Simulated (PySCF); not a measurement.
PySCF job for Al(Br)(OH)2 (AlBrH2O2), SMILES [OH][Al]([OH])[Br], C-PCM-B3LYP/def2-SVP. Geometry: r2SCAN-D4/def2-SVP. Other conformers were not sampled.

```python
import numpy as np
from pyscf import gto, scf, dft
from pyscf.solvent import pcm

mol = gto.M(
    atom='''
    Al    0.00000000   -0.00000000   -0.96713733
    Br   -0.00000000    0.00000000    1.28860986
    O    -0.00000000    1.44110298   -1.84829164
    H     0.00000000    2.32687633   -1.47794678
    O     0.00000000   -1.44110299   -1.84829163
    H    -0.00000001   -2.32687632   -1.47794678
    ''',
    basis='def2-SVP',
    charge=0,
    spin=0,
    max_memory=1600,
    verbose=3,
)
mf = dft.RKS(mol, xc='b3lyp').density_fit(auxbasis='def2-universal-jkfit')
mf.grids.level = 3
mf.conv_tol = 1e-9
mf.max_cycle = 100
mf.kernel()
res = {}
for name, eps in {'water': 78.355, 'n-hexane': 1.8819, '1-octanol': 9.8629}.items():
    s = mf.PCM()
    s.with_solvent.method, s.with_solvent.eps, s.with_solvent.lebedev_order = 'C-PCM', eps, 29
    s.kernel(mf.make_rdm1())
    res[name] = (s.e_tot, eps, s.dip_moment(), s.mo_energy, s.converged)
    print(f'{name}: electrostatic solvation free energy {(s.e_tot - mf.e_tot) * 627.509474:.3f} kcal/mol')
```

Output:

```
converged SCF energy = -2967.95431534496

WARN: PCM is an experimental feature. It is still in testing.
Features and APIs may be changed in the future.

converged SCF energy = -2967.96903676872
Dipole moment(X, Y, Z, Debye): -0.00000,  0.00000,  0.80217
water: electrostatic solvation free energy -9.238 kcal/mol

WARN: PCM is an experimental feature. It is still in testing.
Features and APIs may be changed in the future.

converged SCF energy = -2967.96093544683
Dipole moment(X, Y, Z, Debye): -0.00000,  0.00000,  0.78657
n-hexane: electrostatic solvation free energy -4.154 kcal/mol

WARN: PCM is an experimental feature. It is still in testing.
Features and APIs may be changed in the future.

converged SCF energy = -2967.96758748206
Dipole moment(X, Y, Z, Debye): -0.00000,  0.00000,  0.79991
1-octanol: electrostatic solvation free energy -8.328 kcal/mol
```

Self-consistency was reached.
